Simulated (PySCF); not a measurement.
Caution: the highest occupied level lies above zero, a sign of self-interaction error and of too few diffuse functions.

Delta-SCF ions had no search for a lower state. 

Cartesian coordinates (Å):
SMILES: [O-][SiH2]C
```xyz
8

C      0.9654     0.0586    -0.1272
Si    -0.9261     0.0436     0.1130
O     -1.6392     1.4309     0.0768
H      1.3762    -0.9561    -0.0902
H      1.2272     0.5001    -1.0926
H      1.4480     0.6531     0.6533
H     -1.0784    -0.7589     1.4003
H     -1.3732    -0.9713    -0.9333
```
Charge -1, spin multiplicity 1.

Problem. Give the vertical detachment energy (Delta-SCF), total energy and HOMO at the level PBE-D3(BJ)/def2-TZVPD // CAM-B3LYP-D3(BJ)/def2-TZVPD (PySCF).

Solution. 
```json
{
 "vertical detachment energy (Delta-SCF)": "3.34 eV",
 "total_energy": "-405.6745 Ha",
 "HOMO": "0.07 eV"
}
```
